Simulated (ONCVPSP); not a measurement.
# Scattering properties, ONCV potential for silicon (Si)

```
Element                 : Si
Generator               : ONCVPSP 4.0.1
Type                    : optimised norm-conserving Vanderbilt (ONCV)
Functional              : PBE
Relativity              : scalar-relativistic
Frozen core             : [Ne]
Valence charge          : 4
Reference configuration : 3s2 3p2
Partial waves           : 3s: rc 1.75 bohr, ncon 3, nbas 8, qcut 4.2 1/bohr, 1 projector; 3p: rc 2.05 bohr, ncon 5, nbas 9, qcut 3.2 1/bohr, 3 projectors, debl 3.5 Ha; d scattering state at 0.02 Ha: rc 1.80 bohr, ncon 4, nbas 7, qcut 5.3 1/bohr, 3 projectors, debl 1.95 Ha
Local potential         : polynomial inside 1.55 bohr (lpopt 1, dvloc0 0 Ha)
Core correction         : Teter function, fcfact 4.75, rcfact 1.3
```

The phase is arctan(r·R′/R) of the radial function R(r), unwrapped; energies in Ha, scanned from -2 to 5 Ha. A pole is an energy at which the radial function vanishes at the test radius. The pseudo phase is shifted by a multiple of π to meet the all-electron one at the reference energy, and phase errors are pseudo minus all-electron; the curves can meet again beyond the range given. Levels narrower than the energy grid can be missing from the lists of poles.

```csv
channel,radius (bohr),reference energy (Ha),"poles, all-electron","poles, pseudo",unbroken range about the reference energy with phases within 0.05 rad,phase error 1 Ha above the reference energy (rad)
s,1.78,-0.40,1.81,"1.37, 4.16",below 1.3,-0.018
p,2.08,-0.15,1.29,1.29,the whole range,-0.000
d,1.83,0.02,2.20,2.20,the whole range,-0.000
```

Phases in the s channel:

```tsv
E (Ha)	all-electron	pseudo
-1.98	0.994	0.980
-1.62	0.834	0.817
-1.26	0.545	0.527
-0.90	0.030	0.019
-0.54	-0.584	-0.585
-0.18	-0.991	-0.993
0.18	-1.214	-1.221
0.54	-1.345	-1.361
0.90	-1.432	-1.460
1.26	-1.496	-1.544
1.62	-1.547	-1.636
1.98	-1.591	-1.788
2.34	-1.632	-2.410
2.70	-1.674	-4.202
3.06	-1.722	-4.508
3.42	-1.779	-4.609
3.78	-1.858	-4.667
4.14	-1.980	-4.711
4.50	-2.204	-4.748
4.86	-2.689	-4.785
```
